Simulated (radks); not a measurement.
Values are calculated unless marked as measured or tabulated.
The rhodium ion Rh37+, configuration [He] 2s2 2p4. Code: a radial shooting solver on a logarithmic mesh with Libxc functionals. Model: scalar-relativistic Kohn-Sham, PBE, spin-unpolarised, spherical densities, point nucleus.

Normalised radial functions P(r) = r R(r), r in bohr:

| r | 2p |
|---|---|
| 0.002183 | 0.0152 |
| 0.002403 | 0.0180 |
| 0.002645 | 0.0214 |
| 0.002911 | 0.0254 |
| 0.003205 | 0.0302 |
| 0.003528 | 0.0358 |
| 0.003883 | 0.0425 |
| 0.004274 | 0.0505 |
| 0.004705 | 0.0599 |
| 0.005138 | 0.0700 |
| 0.005656 | 0.0829 |
| 0.006225 | 0.0982 |
| 0.006853 | 0.1162 |
| 0.007543 | 0.1374 |
| 0.008303 | 0.1622 |
| 0.00914 | 0.1913 |
| 0.01006 | 0.2252 |
| 0.01107 | 0.2647 |
| 0.01219 | 0.3106 |
| 0.01342 | 0.3636 |
| 0.01477 | 0.4246 |
| 0.01626 | 0.4946 |
| 0.0179 | 0.5743 |
| 0.0197 | 0.6647 |
| 0.02169 | 0.7664 |
| 0.02387 | 0.8800 |
| 0.02628 | 1.0060 |
| 0.02892 | 1.1442 |
| 0.03184 | 1.2942 |
| 0.03505 | 1.4551 |
| 0.03858 | 1.6250 |
| 0.04246 | 1.8014 |
| 0.04674 | 1.9809 |
| 0.05145 | 2.1591 |
| 0.05664 | 2.3306 |
| 0.06234 | 2.4889 |
| 0.06862 | 2.6271 |
| 0.07554 | 2.7374 |
| 0.08315 | 2.8124 |
| 0.09153 | 2.8449 |
| 0.1007 | 2.8292 |
| 0.11 | 2.7691 |
| 0.1211 | 2.6526 |
| 0.1333 | 2.4848 |
| 0.1467 | 2.2712 |
| 0.1615 | 2.0209 |
| 0.1778 | 1.7457 |
| 0.1957 | 1.4599 |
| 0.2154 | 1.1781 |
| 0.2371 | 0.9142 |
| 0.261 | 0.6795 |
| 0.2873 | 0.4816 |
| 0.3163 | 0.3239 |
| 0.3482 | 0.2056 |
| 0.3832 | 0.1224 |
| 0.4218 | 0.0680 |
| 0.4643 | 0.0349 |

2p: eigenvalue -5359.3 eV, 0 radial nodes, <r> = 0.118 bohr, 90 % of the charge inside 0.191 bohr.
